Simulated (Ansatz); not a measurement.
An input meant for ZnSi2H6⁻, that is Zn(SiH3)2 with one electron more (charge -1, doublet; scaled by 0.96).

```yaml
crystal:
  periodic: [false, false, false]
  atoms:
    - {symbol: Zn, position_ang: [0.019578, 0.018816, 0.000141]}
    - {symbol: Si, position_ang: [0.001199, -0.026348, 4.336059]}
    - {symbol: H, position_ang: [1.641976, -1.969008, 5.357987]}
    - {symbol: H, position_ang: [-2.501310, -0.506334, 5.345203]}
    - {symbol: H, position_ang: [0.836589, 2.351094, 5.412740]}
    - {symbol: Si, position_ang: [0.006217, 0.033538, -4.336004]}
    - {symbol: H, position_ang: [2.441359, 0.719000, -5.389365]}
    - {symbol: H, position_ang: [-1.817228, 1.804623, -5.360067]}
    - {symbol: H, position_ang: [-0.628396, -2.425381, -5.366695]}
basis:
  gaussian: {orbitals: 6-31G, fitting: {mean_field: cc-pVTZ-jkfit}}
total_charge: -1
magnetization: {spin_polarized: true, initial_magnetization: 1}
hamiltonian: {xc: {name: revPBE0}}
scf: {omitted_lower_state_checks: [starts]}
output: {forces: true}
```

```sh
$ ansatz run in.yaml --threads 4 --pin off --events-out ev --progress --plain --max-ram 3916MiB
```

Output, abridged:

```
Functional definition: revPBE0
Error: [file] the basis set cc-pVTZ-JKFIT has no functions for Zn
```

The 6-31G sets use Cartesian d functions. The highest occupied level of an anion often lies above zero with these methods, and sets without diffuse functions describe the outer electron poorly.
